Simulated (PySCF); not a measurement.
Compound: C5H10N2.
Z-matrix (Å and degrees, GFN2-xTB geometry), rows numbered from 1:
```
C 
C   1  1.4978
N   2  1.2631  1  126.95
N   3  1.2989  2  128.28  1    -8.95
C   4  1.2650  3  129.20  2    99.41
C   5  1.5042  4  124.61  3    -9.50
C   5  1.4961  4  118.26  3   170.81
H   1  1.0906  2  110.04  3  -111.24
H   1  1.0884  2  110.46  3     9.18
H   1  1.0888  2  110.15  3   130.03
H   2  1.0823  1  117.51  3   179.68
H   6  1.0887  5  110.27  4   130.80
H   6  1.0883  5  110.40  4    10.06
H   6  1.0903  5  110.11  4  -110.13
H   7  1.0860  5  110.26  4     0.77
H   7  1.0897  5  110.15  4  -119.69
H   7  1.0896  5  110.17  4   121.45
```

Computed at PBE0/pcSseg-1 (PySCF, non-relativistic), with Q(14N) = 0.02044 b: N3, 14N (I = 1): χzz = -5.422 MHz, η = 0.240; N4, 14N (I = 1): χzz = -5.056 MHz, η = 0.287.

Q: Find the zero-field quadrupole resonance frequencies of 14N at N3.

A: From ν± = (3/4)|χ|(1 ± η/3) and ν0 = |χ|η/2: ν+ 4.393 MHz, ν− 3.741 MHz, ν0 0.652 MHz (C=N nitrogen).

Q: Find the zero-field quadrupole resonance frequencies of 14N at N4.

A: From ν± = (3/4)|χ|(1 ± η/3) and ν0 = |χ|η/2: ν+ 4.155 MHz, ν− 3.429 MHz, ν0 0.726 MHz (C=N nitrogen).

In a crystal, neighbours and librations shift these lines. One conformer (not necessarily the lowest) at the GFN2-xTB geometry, without solvent, vibrations or thermal averaging. GFN2-xTB bond lengths can be off by several hundredths of an ångström, more for odd bonds, and the gradients follow them. These gradients aren't converged with respect to the basis.
